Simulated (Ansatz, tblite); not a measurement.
Forces on Li4S at its B3LYP-D4/def2-TZVP geometry. The state is a singlet with charge 0.

The xTB rows come from tblite. The restricted singlet is unstable towards broken spin symmetry in Hartree–Fock (as tested in another run); at PBE-D4/def2-TZVP this wasn't settled. Another isomer (triplet) lies 0.07 eV lower at PBE0-D4/def2-TZVP; other spin states weren't run for this one.

GFN1-xTB (tblite), largest force 2.07 eV/Å:

```xyz
5
positions Å, forces eV/Å
Li   -0.786   -2.493    0.249    0.272    0.834   -0.087
Li   -0.069    0.930   -1.757    0.275    0.397    0.692
Li    1.863    0.554    0.444   -0.569    0.561   -0.271
Li   -0.891    1.434    1.029    0.635    0.176   -0.527
S    -0.117   -0.425    0.035   -0.613   -1.968    0.193
```

GFN2-xTB (tblite), largest force 2.09 eV/Å:

```
Li 0.058 0.177 -0.018
Li 0.262 0.616 0.332
Li -0.181 0.702 -0.177
Li 0.462 0.494 -0.323
S -0.600 -1.989 0.186
```

PBE-D4/def2-TZVP (Ansatz), largest force 0.07 eV/Å:

```
Li -0.023 -0.070 0.007
Li 0.003 0.032 -0.033
Li 0.038 0.026 0.007
Li -0.012 0.041 0.017
S -0.007 -0.029 0.002
```
